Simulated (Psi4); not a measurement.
C4H10Mg (SMILES C[CH2][Mg][CH2]C), singlet, geometry from GFN2-xTB (such geometries of metal compounds can be far from the true shape), atoms displaced at random by about 0.03 Å a coordinate; PBE/6-31G, gradient run with Psi4 1.11.

The Psi4 input:
```
memory 2 GB

molecule mol {
0 1
  Mg    0.793663   -0.439060   -0.340137
  C    -0.563444   -0.565893    1.336973
  C    -0.071937   -1.481487    2.440538
  H    -1.537104   -0.835272    0.996293
  H    -0.612263    0.415754    1.787867
  H     0.873340   -1.234059    2.832764
  H    -0.042205   -2.536448    2.106945
  H    -0.774436   -1.566738    3.298726
  C     0.334756    0.839444   -2.007027
  C    -0.676877    1.769350   -1.472956
  H    -0.074797    0.250261   -2.870117
  H     1.181218    1.362142   -2.404585
  H    -0.241802    2.348588   -0.646628
  H    -1.556271    1.295930   -1.022980
  H    -1.071323    2.485360   -2.238541
symmetry c1
no_reorient
no_com
}

set basis 6-31g
set reference rks

gradient('pbe')
print_variables()
```

It wrote (shortened):

```
gradient() will perform analytic gradient computation.

   => Loading Basis Set <=

    Name: 6-31G
    Role: ORBITAL
    Keyword: BASIS

         ---------------------------------------------------------
                                   SCF
               by Justin Turney, Rob Parrish, Andy Simmonett
                          and Daniel G. A. Smith
                              RKS Reference
         ---------------------------------------------------------

  ==> Geometry <==

    Molecular point group: c1
    Full point group: C1

    Geometry (in Angstrom), charge = 0, multiplicity = 1:

       Center              X                  Y                   Z               Mass
    ------------   -----------------  -----------------  -----------------  -----------------
         MG           0.793663000000    -0.439060000000    -0.340137000000    23.985041697000
         C           -0.563444000000    -0.565893000000     1.336973000000    12.000000000000
         C           -0.071937000000    -1.481487000000     2.440538000000    12.000000000000
         H           -1.537104000000    -0.835272000000     0.996293000000     1.007825032230
         H           -0.612263000000     0.415754000000     1.787867000000     1.007825032230
         H            0.873340000000    -1.234059000000     2.832764000000     1.007825032230
         H           -0.042205000000    -2.536448000000     2.106945000000     1.007825032230
         H           -0.774436000000    -1.566738000000     3.298726000000     1.007825032230
         C            0.334756000000     0.839444000000    -2.007027000000    12.000000000000
         C           -0.676877000000     1.769350000000    -1.472956000000    12.000000000000
         H           -0.074797000000     0.250261000000    -2.870117000000     1.007825032230
         H            1.181218000000     1.362142000000    -2.404585000000     1.007825032230
         H           -0.241802000000     2.348588000000    -0.646628000000     1.007825032230
         H           -1.556271000000     1.295930000000    -1.022980000000     1.007825032230
         H           -1.071323000000     2.485360000000    -2.238541000000     1.007825032230

  Running in c1 symmetry.

  Rotational constants: A =      0.28391  B =      0.05462  C =      0.04759 [cm^-1]
  Rotational constants: A =   8511.44075  B =   1637.40370  C =   1426.82670 [MHz]
  Nuclear repulsion =  189.774103453115742

  Charge       = 0
  Multiplicity = 1
  Electrons    = 46
  Nalpha       = 23
  Nbeta        = 23

  ==> Algorithm <==

  SCF Algorithm Type is DF.
  DIIS enabled.
  MOM disabled.
  Fractional occupation disabled.
  Guess Type is SAD.
  Energy threshold   = 1.00e-08
  Density threshold  = 1.00e-08
  Integral threshold = 1.00e-12

  ==> Primary Basis <==

  Basis Set: 6-31G
    Blend: 6-31G
    Number of shells: 47
    Number of basis functions: 69
    Number of Cartesian functions: 69
    Spherical Harmonics?: false
    Max angular momentum: 1

  ==> DFT Potential <==

   => LibXC <=

    Version 7.1.2
    S. Lehtola, C. Steigemann, M. J. T. Oliveira, and M. A. L. Marques,  SoftwareX 7, 1–5 (2018) (10.1016/j.softx.2017.11.002)

   => Composite Functional: PBE <=

    PBE GGA Exchange-Correlation Functional

    J.P. Perdew et. al., Phys. Rev. Lett., 77(18), 3865-3868, 1996

    Deriv               =              1
    GGA                 =           TRUE
    Meta                =          FALSE

    Exchange Hybrid     =          FALSE
    MP2 Hybrid          =          FALSE

   => Exchange Functionals <=

    1.0000     XC_GGA_X_PBE

   => Correlation Functionals <=

    1.0000     XC_GGA_C_PBE

   => LibXC Density Thresholds  <==

    XC_GGA_C_PBE:  1.00E-12
    XC_GGA_X_PBE:  1.00E-15

   => Molecular Quadrature <=

    Radial Scheme          =       TREUTLER
    Pruning Scheme         =           NONE
    Nuclear Scheme         =       TREUTLER

    Blocking Scheme        =         OCTREE
    BS radius alpha        =              1
[...]
  @DF-RKS Final Energy:  -358.05358522896472
    Total Energy =                       -358.0535852289647210
[...]
         H            1.181218000000     1.362142000000    -2.404585000000     1.007825032230
         H           -0.241802000000     2.348588000000    -0.646628000000     1.007825032230
         H           -1.556271000000     1.295930000000    -1.022980000000     1.007825032230
         H           -1.071323000000     2.485360000000    -2.238541000000     1.007825032230

  Nuclear repulsion =  189.774103453115742

  ==> Basis Set <==

  Basis Set: 6-31G
    Blend: 6-31G
    Number of shells: 47
    Number of basis functions: 69
    Number of Cartesian functions: 69
    Spherical Harmonics?: false
    Max angular momentum: 1

  ==> DFJKGrad: Density-Fitted SCF Gradients <==

    Gradient:                    1
    J tasked:                  Yes
    K tasked:                   No
    wK tasked:                  No
    Integrals threads:           1
    Schwarz Cutoff:          1E-12
    Fitting Condition:       1E-10

   => Auxiliary Basis Set <=

  Basis Set: (6-31G AUX)
    Blend: CC-PVDZ-JKFIT + DEF2-UNIVERSAL-JKFIT
    Number of shells: 220
    Number of basis functions: 711
    Number of Cartesian functions: 711
    Spherical Harmonics?: false
    Max angular momentum: 4

  ==> DFT Potential <==

   => LibXC <=

    Version 7.1.2
    S. Lehtola, C. Steigemann, M. J. T. Oliveira, and M. A. L. Marques,  SoftwareX 7, 1–5 (2018) (10.1016/j.softx.2017.11.002)

   => Composite Functional: PBE <=

    PBE GGA Exchange-Correlation Functional

    J.P. Perdew et. al., Phys. Rev. Lett., 77(18), 3865-3868, 1996

    Deriv               =              1
    GGA                 =           TRUE
    Meta                =          FALSE

    Exchange Hybrid     =          FALSE
    MP2 Hybrid          =          FALSE

   => Exchange Functionals <=

    1.0000     XC_GGA_X_PBE

   => Correlation Functionals <=

    1.0000     XC_GGA_C_PBE

   => LibXC Density Thresholds  <==

    XC_GGA_C_PBE:  1.00E-12
    XC_GGA_X_PBE:  1.00E-15

   => Molecular Quadrature <=

    Radial Scheme          =       TREUTLER
    Pruning Scheme         =           NONE
    Nuclear Scheme         =       TREUTLER

    Blocking Scheme        =         OCTREE
    BS radius alpha        =              1
    Pruning alpha          =              1
    Radial Points          =             75
    Spherical Points       =            302
    Total Points           =         321049
    Total Blocks           =           2406
    Max Points             =            256
    Max Functions          =             68
    Weights Tolerance      =       1.00E-15

  -Total Gradient:
     Atom            X                  Y                   Z
    ------   -----------------  -----------------  -----------------
       1        0.017467515588    -0.008868704581     0.001915895398
       2       -0.037785543459     0.003482591275    -0.005981435930
       3        0.039536829304     0.035320373477     0.000450020235
       4        0.024074893882     0.006853341808     0.010763734684
       5        0.003903260746    -0.021904693606     0.001301851614
       6       -0.032840117238    -0.010021756132    -0.012163854470
       7       -0.006666095633     0.001785885323     0.003386982812
       8        0.000553800412    -0.007383751631    -0.003680833813
       9       -0.008533564818     0.040086703227     0.022998507368
      10        0.019134151155    -0.025348145740    -0.013216087057
      11       -0.003693122126    -0.000260939430    -0.006897194918
      12       -0.019718462436    -0.011591896623     0.007845518154
      13        0.000429472595    -0.010453914064    -0.002220031829
      14        0.006669880140     0.006893261839    -0.000068566067
      15       -0.002558902677     0.001462396600    -0.004373960351

  Variable Map:
  ----------------------------------------------------------------------------
[...]
  Array Variable Map:
  ----------------------------------------------------------------------------
[...]
[...]
```
